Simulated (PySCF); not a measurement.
From computed data to an observable: oscillator strength and radiative lifetime

C3H4O2Si, SMILES O=C1C=C[SiH2]O1.

The structure is a stationary point at PBE-D3(BJ)/def2-SVP. This is a generated structure with no PubChem entry under its InChIKey; it may be hypothetical.

TDDFT-PBE/def2-SVPD (PySCF) puts the first singlet state with f over 0.02 at 5.11 eV (vertical), with the transition dipole (0.120, -0.584, 0.000) in atomic units.

Question: Find the oscillator strength, the wavelength and the radiative lifetime that this transition would have in vacuum if emission retraced absorption.

Answer: 
|μ|² = 0.3555 au, so |μ| = 1.52 D. ΔE = 5.11/27.211 = 0.1878 hartree. f = (2/3) ΔE |μ|² = 0.045 (the program prints 0.045).
λ = 1239.84/5.11 = 243 nm; ν = 41215 cm⁻¹.
Einstein's coefficient A = 0.6670 ν² f s⁻¹ (ν in cm⁻¹) = 5.0e7 s⁻¹, so τ = 1/A = 20 ns. This state is S2; the lower singlet has f = 0.000. The figure is the radiative limit of this one transition; relaxation, internal conversion, crossing to triplets and a medium change what is measured.
